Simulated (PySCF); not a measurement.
H4S4Sn, SMILES [Sn]([SH])([SH])([SH])[SH], singlet (CAM-B3LYP/def2-SVP optimised geometry):

```
9

S     -1.305    -2.181     1.920
Sn    -0.263    -1.157     0.000
S     -0.952    -2.446    -1.919
S     -0.946     1.157     0.000
S      2.149    -1.157     0.000
H     -1.018    -3.434     1.506
H     -0.039    -1.873    -2.733
H     -2.228     0.861     0.306
H      2.228    -0.168     0.917
```

Level of theory: PySCF 2.14.0 with CAM-B3LYP/def2-TZVP, def2 effective core potentials past Kr.

What are the frontier orbital energies and the dipole moment?

HOMO-2 -9.09 eV, HOMO-1 -8.99 eV, HOMO -8.99 eV, LUMO -1.21 eV, LUMO+1 0.84 eV; dipole moment 0.01 D.

On the same geometry PBE/def2-TZVP, def2 effective core potentials past Kr (PySCF) gives HOMO-2 -6.64 eV, HOMO-1 -6.46 eV, HOMO -6.45 eV, LUMO -3.03 eV, LUMO+1 -0.98 eV; dipole moment 0.01 D.
